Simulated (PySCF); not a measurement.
BF3.
InChI=1S/BF3/c2-1(3)4

Linear response at PBE0/aug-cc-pVTZ (PySCF, frozen core in the response, non-relativistic). Geometry: PBE0-D3(BJ)/def2-TZVP; no solvent, vibrations or thermal averaging.

Static isotropic polarisability: 15.90 au (2.36 Å³), principal values 13.4, 17.1, 17.2 au.

Task: What is the polarisability at 1064 nm and at the sodium D line?

Result: 15.96 au at 1064 nm (+0.4 %), 16.09 au at 589.3 nm (+1.2 %). The rise at 589.3 nm is 3.31 times that at 1064 nm; a pure ω² law gives 3.26. The lowest singlet lies at 116 nm, shorter than both wavelengths.

Task: What is the isotropic C6 coefficient between two such molecules, C6 = (3/π)∫α(iω)² dω?

Result: 164.4 au (Eh·bohr⁶) by a ten-point quadrature over imaginary frequencies, which is 98.3 eV·Å⁶ or 9.48 J·nm⁶/mol.

Task: Which effective excitation energy ω̄ makes London's formula C6 = (3/4)α²ω̄ exact here?

Result: ω̄ = 4·C6/(3α²) = 0.867 Eh = 23.6 eV. A one-pole form α(ω) = α/(1 − ω²/ω̄²) fitted to the 1064 nm value gives 19.4 eV.

Task: What does −C6/R⁶ come to at R = 6 Å between centres?

Result: -200 J/mol. This is the leading, orientation-averaged term; C8 and higher terms are left out.

Task: The lowest 10 singlets have (eV, f): 10.66, 0.000; 10.74, 0.000; 11.49, 0.000; 11.49, 0.000; 11.75, 0.043; 11.75, 0.043; 11.81, 0.000; 11.81, 0.000; 12.13, 0.017; 12.14, 0.017. What share of the static polarisability do they carry in the sum over states α = Σ f/ω²?

Result: 0.64 au, 4.0 % of α; the largest term, 0.23 au, is that of the state at 11.75 eV. Their oscillator strengths add up to 0.12. Higher states carry the rest.

Task: How many electrons N does the Slater–Kirkwood formula C6 = (3/4)·√N·α^(3/2) need to give this C6?

Result: N = (4·C6/3)²/α³ = 12.0; the species has 32 electrons in all.

Task: What n − 1 at the D line would an ideal gas of it have at 273.15 K and 1 atm (2.6868 × 10¹⁹ cm⁻³), by n − 1 = 2π·N·α′?

Result: 4.03 × 10⁻⁴, a formal value whether or not that pressure can be reached.

Task: What three-body coefficient follows from the one-pole estimate C9 = (3/4)·α·C6?

Result: 1960 au. This is an estimate from the two numbers above, not a computed integral.

Hardware: one thread, AMD EPYC 9R45 (x86_64) (shared host). Cost: 4.7 s, 0.60 GiB resident at most. This is the whole response run at PBE0/aug-cc-pVTZ, SCF included.
